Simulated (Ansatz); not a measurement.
A nudged elastic band was laid between two geometries of CH$_{5}$NSSi (9 atoms, charge 0, multiplicity 1).

Theory: RKS B3LYP/def2-SVP (Ansatz).

```json
{
  "movable images": "7",
  "climbing image": "yes",
  "spring": "5.0 eV/Å²",
  "optimiser": "quadratic models (default)",
  "start path": "IDPP",
  "force threshold": "0.05 eV/Å",
  "iteration limit": "60",
  "end points": "relaxed"
}
```

Initial state:

```xyz
9
Properties=species:S:1:pos:R:3
Si 0.231 1.289 0.196
N -0.351 -0.386 0.322
C -0.027 -1.427 -0.487
S -0.567 -2.970 -0.349
H -0.095 1.849 -1.144
H -0.482 2.030 1.268
H 1.704 1.357 0.403
H -0.993 -0.646 1.073
H 0.668 -1.143 -1.297
```

Final state:

```xyz
9
Properties=species:S:1:pos:R:3
Si 0.166 1.295 -0.221
N -0.418 -0.384 -0.232
C 0.107 -1.438 0.445
S -0.452 -2.979 0.427
H -0.721 2.022 -1.165
H 0.068 1.881 1.145
H 1.583 1.355 -0.672
H -1.238 -0.633 -0.787
H 0.994 -1.165 1.044
```

Which bonds break or form, and what moves?

No bond is made or broken. The dihedral H7–Si1–N2–C3 goes from -64 to 58°. The two ends are copies of one structure, up to a mirror image or an exchange of like atoms.

Give the energies along the band, and the barrier.

The forces met the threshold. The highest image is number 8 of 0 to 8, 0.000 eV above the ends, which have the same energy within 2 meV. The highest image is an end point: on this band no image between the ends rises above it. Inner images lie up to 0.004 eV below the lower end, so the ends aren't the lowest states on this path.

```tsv
image	path coordinate (Å)	energy (eV)	dihedral H7–Si1–N2–C3 (°)
0	0.00	0.000	-64
1	0.43	0.000	-50
2	0.87	-0.002	-36
3	1.30	-0.003	-20
4	1.74	-0.004	-3
5	2.17	-0.004	13
6	2.61	-0.003	30
7	3.05	-0.001	44
8	3.48	0.000	58
```

Run time: 90 s on 1 CPU thread of a shared host.
